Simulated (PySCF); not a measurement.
Structure problem from calculated spectra and properties.

Formula: C4H8Si.

| Property | Result |
| --- | --- |
| XPS | Si2p3/2 106.4, C1s 290.1 (×2), C1s 290.2 (×2), Si1s 1846.1 eV [ΔSCF SCAN, pcX-2 on the ionised atom, pcseg-1 elsewhere, spin-free X2C, 2p3/2 from a spin–orbit splitting computed afterwards within the 2p shell] |
| Triplet | lowest triplet excitation (Tamm–Dancoff): 4.40 eV [TDA wB97X-D/def2-SVPD] |
| Rotational structure | rotational constants A, B, C: 5.927, 4.511, 2.730 GHz [PBE0-D3(BJ)/def2-SVP] |
| NMR, other nuclei | isotropic shieldings of nuclei other than C and H, by class: 380 (1 Si) ppm [GIAO PBE0/pcSseg-1] |
| Valence photoelectron | vertical ionisation energy: 9.16 eV [ΔSCF wB97X-D/def2-SVPD] |
| 13C NMR | chemical shifts (computed TMS as zero) by class: 140.9 (2 C), 14.7 (2 C) ppm [GIAO PBE0/pcSseg-1] |

The electronic properties come from PySCF, for the isolated species, density fitting. Levels stand in brackets. Isolated species at its PBE0-D3(BJ)/def2-SVP geometry, gas phase. Each NMR value is the plain mean over a class of atoms that symmetry, rotation or inversion makes alike.

Question: What is the compound? Reason from the data.

Answer: Numbering: `[CH:1]1=[CH:2][CH2:3][SiH2:4][CH2:5]1`. Its formula, C4H8Si, gives 2 degrees of unsaturation: 1 ring and 1 π bond in the structure found. 4 carbons fall into 2 classes; from least to most shielded: alkene CH carbon [C1/C2] (140.9 ppm, 2 C), ring sp3 carbon bound to silicon [C3/C5] (14.7 ppm, 2 C). The other shieldings belong to: 380 ppm, SiH2 silicon [Si4]. The core levels belong to: Si2p3/2 106.4 eV, SiH2 silicon [Si4]; C1s 290.1 eV, sp3 carbon bound to silicon [C3/C5]; C1s 290.2 eV, alkene CH carbon [C1/C2]; Si1s 1846.1 eV, SiH2 silicon [Si4]. The first electron is taken from the HOMO, whose largest Löwdin shares are 0.33 on each of 2 atoms of one kind (alkene CH carbon) and 0.08 on each of 2 atoms of one kind (sp3 carbon bound to silicon). The optimised geometry has point group C2v and is an asymmetric top. Structure: `C1=CC[SiH2]C1`. The assignments are read from this structure; whether some other isomer fits the data as well wasn't checked.
